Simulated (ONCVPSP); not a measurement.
# What the settings do to the ONCV potential of vanadium (V)

Base potential:

```
Element                 : V
Generator               : ONCVPSP 4.0.1
Type                    : optimised norm-conserving Vanderbilt (ONCV)
Functional              : PBE
Relativity              : scalar-relativistic
Frozen core             : [Ne]
Valence charge          : 13
Reference configuration : 3s2 3p6 3d3 4s2
Partial waves           : 3s+4s: rc 1.55 bohr, ncon 5, nbas 8, qcut 6.2 1/bohr, 2 projectors; 3p: rc 1.50 bohr, ncon 3, nbas 7, qcut 8.4 1/bohr, 2 projectors, debl 3.4 Ha; 3d: rc 1.15 bohr, ncon 3, nbas 7, qcut 9.3 1/bohr, 2 projectors, debl 3.4 Ha
Local potential         : polynomial inside 0.75 bohr (lpopt 5, dvloc0 0 Ha)
Core correction         : Teter function, fcfact 1.5, rcfact 1.2
```

All-electron outer shells of the reference configuration (PBE, scalar-relativistic, ld1.x):

```tsv
shell	level (eV)	outermost node (bohr)	outermost maximum (bohr)
2p	-503.16	–	0.21
3s	-70.24	0.38	0.82
3p	-44.04	0.35	0.84
3d	-5.16	–	0.90
4s	-4.70	1.17	2.76
```

Cutoffs, loose and tight: the cutoffs (Ha) at which the residual kinetic energy of the hardest occupied pseudo-wave falls to 1 and 0.1 mHa per electron. They do not see the model core or the augmentation charge, which bear on the density cutoff. Test errors are all-electron minus pseudo excitation energies from the reference, over the configurations 3s2 3p6 3d3 4s1; 3s2 3p6 3d3 4s0; 3s2 3p6 3d2 4s0; 3s2 3p6 3d3 4s0 4p1. A dash means not determined; rows that change the core or the reference have their own tests.

```tsv
change	outcome	cutoff, loose	cutoff, tight	bound ghosts	GHOST(+) flags above zero	largest test error (meV)
base	generated	46 Ha	150 Ha	none	none	-1.7
s: rc 1.18	generated	105 Ha	150 Ha	none	s	+2.0
s: rc 1.4	generated	64 Ha	150 Ha	none	s	-1.5
s: rc 1.58	generated	46 Ha	150 Ha	none	none	-1.8
s: rc 1.78	generated	46 Ha	150 Ha	none	s	-2.2
s: rc 2.02	generated	46 Ha	150 Ha	none	s	-2.4
s: rc 2.2	generated	46 Ha	150 Ha	none	s	-2.5
```

Reading the sweep of the s radius (base included, trends over the rows without a ghost): The loose cutoff falls from 105 Ha at 1.18 to 46 Ha at 2.2 bohr. A larger radius leaves more room for a smooth pseudo-wave, so fewer plane waves are needed; a smaller one forces it to follow the all-electron wave where it bends sharply. The median size of the test errors (rows with all tests solved) rises from 0.8 meV at 1.18 to 1.6 meV at 2.2 bohr, with one reversal. More of the atom is replaced by a form fitted at one configuration, so other configurations suffer as the radius grows.
